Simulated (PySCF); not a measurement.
**Simulated absorption spectrum**

Species: propiophenone, C9H10O.
Geometry (PBE0-D3(BJ)/def2-SVP, Å), atoms numbered from 1 in this order:
```
atom  x, y, z in Å
C1    -3.4782   -0.2806    0.0604
C2    -2.0147   -0.6041    0.2819
C3    -1.0827    0.3474   -0.4381
O4    -1.5172    1.2514   -1.1188
C5     0.3954    0.1506   -0.2917
C6     0.9557   -0.8872    0.4639
C7     2.3392   -1.0174    0.5604
C8     3.1735   -0.1131   -0.0954
C9     2.6225    0.9243   -0.8499
C10    1.2423    1.0537   -0.9475
H11   -3.7143    0.7330    0.4143
H12   -3.7296   -0.3120   -1.0092
H13   -4.1235   -0.9946    0.5921
H14   -1.7590   -0.5857    1.3559
H15   -1.7777   -1.6299   -0.0516
H16    0.3151   -1.6028    0.9827
H17    2.7691   -1.8298    1.1507
H18    4.2586   -0.2170   -0.0179
H19    3.2757    1.6338   -1.3634
H20    0.7806    1.8536   -1.5303
```

Computed, not measured: TDDFT CAM-B3LYP/def2-SVPD, vertical, gas phase, core orbitals frozen in the response in PySCF 2.14.0, density-fitted response routines.

Computed states:

```
state  E (eV)       f
   S1    4.03  0.0000
   S2    5.05   0.018
   S3    5.45   0.236
   S4    6.58   0.209
   S5    6.59  0.0057
   S6    6.75   0.531
   S7    7.04  0.0001
   S8    7.26  0.0018
   S9    7.29  0.0088
  S10    7.33  0.0029
```

Broadening: Gaussians 0.5 eV wide at half height, area fixed by f = 4.319×10⁻⁹ ∫ε dν̃. The width is an assumption, not a result. The curve ends short of the highest state used, and states not computed would add to its high-energy end.

Question: What does the envelope look like, and where are its maxima?

Answer: 
(λ (nm), ε (L mol⁻¹ cm⁻¹)): (184.3, 37410), (192.7, 18533), (201.2, 2375), (209.6, 1225), (218.0, 6722), (226.4, 12721), (234.9, 9803), (243.3, 4188), (251.7, 1445), (260.1, 474), (268.5, 128), (277.0, 25), (285.4, 5), (293.8, 2), (302.2, 2), (310.7, 2), (319.1, 2), (327.5, 1), (335.9, 1), (344.4, 0), (352.8, 0), (361.2, 0), (369.6, 0), (378.1, 0)

Maxima: 228 nm (5.44 eV), ε about 13000, made up of S3 (99%); 185 nm (6.71 eV), ε about 38000, made up of S4 (25%) and S6 (75%) (ε in L mol⁻¹ cm⁻¹; maxima over ε = 5, shares over 10%).

Question: Coming from long wavelengths, where does ε first pass 100 L mol⁻¹ cm⁻¹?

Answer: At about 270 nm (4.60 eV), 0.57 eV above S1.

Question: What would ε be at 6.71 eV, the highest of these maxima, with half the width (0.25 eV)?

Answer: About 63200 L mol⁻¹ cm⁻¹ against 37500, a factor of about 1.7; a lone state at its own centre would give exactly 2.

Question: On this curve, what absorbance would a 10⁻⁵ mol/L sample give at 193 nm over a 1 cm path?

Answer: 193 nm is 6.424 eV, where ε is about 18000 L mol⁻¹ cm⁻¹, so A = ε c l ≈ 0.18 (Beer–Lambert, with the gas-phase spectrum and the assumed width).

All these states lie below the vertical ionisation energy of 9.34 eV (ΔSCF).

One conformer stands for the species.
